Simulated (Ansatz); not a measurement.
The cluster Be₅. The state is a singlet with charge 0. Geometry PBE/def2-TZVP, basis def2-TZVP, Ansatz.

Cartesian coordinates in Å:
```
Be -1.0156 1.4976 0.2853
Be 0.9843 1.4573 -0.5138
Be 0.0193 -1.8261 0.1409
Be 1.6243 -0.5970 -0.6025
Be -1.6123 -0.5318 0.6901
```

```
run  HOMO (eV)  LUMO (eV)
  A      -4.15      -3.70
  B      -4.22      -3.87
  C      -4.16      -3.53
  D      -4.83      -2.86
  E      -4.46      -3.23
```

HSE06 is defined as in plane-wave codes, on full-range PBE exchange. Another isomer (singlet) lies 1.86 eV lower at PBE0/def2-TZVP; other spin states weren't run for this one.

Question: The runs used HSE06, LDA (SPW92), PBE, PBE0, r2SCAN. Estimate which is which.

Answer: A PBE (0 % exact exchange); B LDA (SPW92) (0 % exact exchange); C r2SCAN (0 % exact exchange); D PBE0 (25 % exact exchange); E HSE06 (range-separated). Exact exchange lowers occupied and raises empty levels; among semilocal functionals meta-GGAs tend to open the gap a little, and such runs are hard to tell apart. The gap grows from 0.35 eV (LDA (SPW92)) to 1.97 eV (PBE0). The restricted singlet is unstable towards broken spin symmetry in Hartree–Fock (as tested in another run); at PBE/def2-TZVP, LDA (SPW92)/def2-TZVP, r2SCAN/def2-TZVP, PBE0/def2-TZVP and others this wasn't settled.
